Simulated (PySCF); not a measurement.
Excitations are Tamm–Dancoff values on a coarser integration grid. The basis has no diffuse functions, so Rydberg states are missing or too high.

Cartesian coordinates (Å):
```xyz
9

C     -1.3743    -0.5571     0.1127
O     -0.0454    -0.8718    -0.2320
Ge     1.2367     0.3311    -0.1484
I      3.2996    -0.8554    -0.8759
I      0.6784     2.2480    -1.6751
I      1.4316     1.1751     2.2109
H     -1.7913     0.2352    -0.5340
H     -1.4618    -0.2361     1.1659
H     -1.9735    -1.4691    -0.0240
```
Charge 0, multiplicity 1.

Estimate the S1 excitation (TDA), dipole moment, LUMO, total energy, HOMO–LUMO gap, HOMO, T1 excitation (TDA) and S1–T1 gap (TDA) that PBE-D3(BJ)/def2-TZVP // PBE0-D3(BJ)/def2-SVP in PySCF returns for this input.


| Property | Result |
|---|---|
| S1 excitation (TDA) | 3.13 eV |
| dipole moment | 1.01 D |
| LUMO | -3.57 eV |
| total energy | -3084.9856 Ha |
| HOMO–LUMO gap | 2.99 eV |
| HOMO | -6.56 eV |
| T1 excitation (TDA) | 2.85 eV |
| S1–T1 gap (TDA) | 0.28 eV |
